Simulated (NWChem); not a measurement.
System: ZrNH₂OCl; SMILES [NH]=[Zr]([OH])[Cl]

Here is an NWChem input.

```
start job
memory heap 200 mb stack 900 mb global 1100 mb
geometry units angstroms noautoz
  Zr    -0.078285     0.358467     0.142881
  N     -1.619574     1.054631    -0.482791
  H     -2.457082     1.413927    -0.933209
  Cl     0.159834    -2.022203    -0.145598
  O      1.437069     1.521675    -0.219581
  H      1.647379     2.349239    -0.659109
end
basis spherical
  Zr library def2-svp
  N library def2-svp
  H library def2-svp
  Cl library def2-svp
  O library def2-svp
end
ecp
  Zr library def2-ecp
end
dft
  xc mpw1k
  iterations 150
  mulliken
end
task dft energy
```

All runs use the structure optimised with PBE0/def2-SVP. def2 effective core potentials on Zr; no spin-orbit coupling.

Give the results of this calculation. (MPW1K/def2-SVP with def2 effective core potentials on Zr.) Quantities: energy (Ha); highest occupied level (eV); orbital gap (eV); dipole (D).

The energy (Ha) comes out as -638.29 and the highest occupied level (eV) comes out as -8.04. The orbital gap (eV) is 6.06 and the dipole (D) is 3.78.
